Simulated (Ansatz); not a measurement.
A nudged elastic band was laid between two geometries of H$_{4}$O$_{2}$Sn (7 atoms, charge 0, multiplicity 1).

Theory: RKS PBE0-D4/def2-SVP in Ansatz 0.2.0.

| Property | Result |
| --- | --- |
| movable images | 7 |
| climbing image | yes |
| spring | 5.0 eV/Å² |
| optimiser | quadratic models (default) |
| start path | through a guess of the saddle point |
| force threshold | 0.05 eV/Å |
| iteration limit | 60 |
| end points | relaxed |

First end point:

```xyz
7
Properties=species:S:1:pos:R:3
Sn 0.050 -0.166 0.554
H -0.110 0.090 2.224
O 2.008 -0.222 0.245
H 2.246 -0.321 -0.683
O -0.700 1.451 -0.316
H -0.894 1.323 -1.251
H -0.683 -1.559 -0.136
```

Last end point:

```xyz
7
Properties=species:S:1:pos:R:3
Sn -0.966 -0.241 0.596
H 1.875 0.019 1.659
O 1.496 0.017 0.772
H 1.947 -0.684 0.286
O -1.178 1.435 -0.496
H -0.854 1.331 -1.397
H -0.404 -1.280 -0.780
```

(1) What changes between the two ends?

(2) Give the energies along the band, and the barrier.

(3) What is the geometry of the highest image?

Answers

(1) Bonds broken: Sn1–H2. Bonds formed: H2–O3.

(2) The forces met the threshold. The highest image is number 5 of 0 to 8, 189.7 kJ/mol above the first end and 214.3 kJ/mol above the last; the last end lies 24.6 kJ/mol below the first. Neighbouring images differ by up to 1.5 eV, so the band resolves the path poorly. A vibrational analysis at the climbing image gives one clearly imaginary mode, 1279i cm⁻¹: a first-order saddle point. The orbitals stay closed-shell, which can raise the energy where a bond breaks towards radicals; this wasn't checked here.

| image | path coordinate (Å) | energy (kJ/mol) | Sn1–H2 (Å) | H2–O3 (Å) |
| --- | --- | --- | --- | --- |
| 0 | 0.00 | 0.0 | 1.70 | 2.92 |
| 1 | 0.57 | 0.1 | 1.70 | 2.98 |
| 2 | 1.13 | 2.2 | 1.70 | 3.04 |
| 3 | 1.70 | 12.2 | 1.70 | 2.81 |
| 4 | 2.27 | 90.2 | 1.69 | 2.20 |
| 5 | 2.83 | 189.7 | 1.76 | 1.56 |
| 6 | 3.37 | 42.7 | 2.08 | 1.03 |
| 7 | 3.90 | -16.6 | 2.67 | 0.97 |
| 8 | 4.44 | -24.6 | 3.04 | 0.96 |

(3) 
```xyz
7
Properties=species:S:1:pos:R:3
Sn -0.300 -0.116 0.516
H 0.978 -0.065 1.722
O 1.844 0.059 0.430
H 2.344 -0.734 0.184
O -0.985 1.519 -0.380
H -1.210 1.364 -1.305
H -0.755 -1.431 -0.529
```

Time of the run: 7.6 min on 1 thread of Arm Neoverse N1, with other jobs on the host, peak memory 0.17 GiB.
